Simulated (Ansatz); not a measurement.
Two isomers of CH6F2Si2: A = `F[SiH2]C[SiH2]F`, B = `FC[SiH2][SiH2]F`.

Gas-phase electronic energies from Ansatz, PBE0-D4/def2-TZVP geometries. CBS: MP2 limit from def2 TZ/QZ plus the TZ coupled-cluster correction, frozen cores. DFT in def2-TZVPP. B3LYP here is the variant with VWN-RPA as its local correlation; programs differ in this. Each species was taken in one conformer, which may not be the lowest.

A:

Z-matrix (Å, degrees):
```
Si
C 1 1.856
F 1 1.602 2 109.0
H 1 1.483 2 111.2 3 -118.3
H 1 1.483 2 111.2 3 118.3
Si 2 1.856 1 116.7 3 179.8
H 2 1.097 1 108.1 3 57.8
H 2 1.096 1 108.1 3 -58.2
F 6 1.602 2 109.0 1 179.9
H 6 1.483 2 111.2 1 61.5
H 6 1.483 2 111.2 1 -61.8
```

B:

```xyz
11

F     0.526   -2.175    0.303
C    -0.056   -1.537   -0.787
Si    0.383    0.312   -0.765
Si   -0.228    1.262    1.290
F    -1.796    0.998    1.527
H    -1.140   -1.682   -0.731
H     0.303   -2.024   -1.700
H     1.847    0.489   -0.971
H    -0.345    0.968   -1.886
H    -0.009    2.732    1.296
H     0.515    0.656    2.424
```

Which is lower in electronic energy at CCSD(T)/CBS, and by how much? (An estimate is asked.)

Ansatz gave: A, by 66.1 kcal/mol.

Give E(B) − E(A) in kcal/mol with B2PLYP, MP2/def2-TZVPP, B3LYP, CCSD/def2-TZVPP, LDA (SPW92), PBE0-D4, B3LYP-D4. (Estimate.)

The calculation gave: B2PLYP 64.7, MP2/def2-TZVPP 69.7, B3LYP 61.6, CCSD/def2-TZVPP 65.5, LDA (SPW92) 59.3, PBE0-D4 60.5, B3LYP-D4 61.8. None reverses the order clearly.

Does the order hold for the free energy at 298.15 K (harmonic terms from PBE0-D4)? (An estimate is asked.)

Ansatz gave: Yes: G(B) − G(A) = +65.3 kcal/mol, for one conformer each. Modes under 60 cm⁻¹, often nearly free rotors, make the harmonic entropy too high.

Largest T1 diagnostic: 0.012.

Leaving LDA and LC-ωPBE aside and taking each functional with its dispersion term where it has one, the values, not all of them listed here, spread over 8.5 kcal/mol, from revPBE-D4 to PBE-QIDH. LDA lies +2.0 kcal/mol from PBE without D4. At CCSD(T), def2-SVP lies −6.8 kcal/mol from the extrapolated value and def2-TZVPP −0.9 kcal/mol.
